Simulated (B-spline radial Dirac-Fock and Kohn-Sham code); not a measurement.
Relativistic shifts of the levels of Ni²³⁺

System: the Ni²³⁺ ion, 1s2 2s2 2p1.

Both columns are ΔSCF binding energies of the configuration average from a radial B-spline solver: non-relativistic Hartree-Fock with a point nucleus, and Dirac-Fock with a finite nucleus and the Coulomb interaction alone, averaged over the two j levels with weights 2j+1.

```
shell  Hartree-Fock (eV)  Dirac-Fock (eV)  shift (eV)  shift (%)
   1s             9738.7           9838.0      +99.35      +1.02
   2s             2157.4           2184.7      +27.24      +1.26
   2p             2109.9           2119.9      +10.03      +0.48
```

Relativity binds 1s, 2s, 2p more strongly, among those listed most of all 2s in relative terms.

Values without a named source are computed, but for edge energies of neutral atoms, which are taken from tables.
